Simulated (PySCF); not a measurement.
**Computed vibrations of [PbI]+**

[PbI]+ (singlet). PySCF 2.14.0, RKS PBE, Pb def2-SVP with ECP60, I def2-SVP with ECP28; non-relativistic Hamiltonian with scalar-relativistic core potentials where named; density fitting; no spin-orbit coupling. Central differences of gradients.

```xyz
2

Pb    0.0000    0.0000   -1.0320
I     0.0000    0.0000    1.6912
```

Run from Python with OMP_NUM_THREADS=2. Where DIIS fails, smearing, a level shift and second-order steps follow.
It took 6.6 s on 2 threads of Intel(R) Xeon(R) Platinum 8488C (Sapphire Rapids), with other jobs on the host.

Problem. What are the harmonic wavenumbers and infrared intensities?

Solution. Modes are labelled in C∞v; negative numbers are unstable modes, those under 60 cm⁻¹ near the noise; a finer grid moves soft modes by up to 10 cm⁻¹.
```
cm⁻¹  km/mol  symmetry
 196    13.2        σ+
```

Problem. Is this a minimum?

Solution. Yes. Ideal gas at 298.15 K and 1 bar: S = 272.6 J/(mol K), Cp = 36.8 J/(mol K), H − H(0 K) = 10.2 kJ/mol (rigid rotor, harmonic modes, spin degeneracy alone).
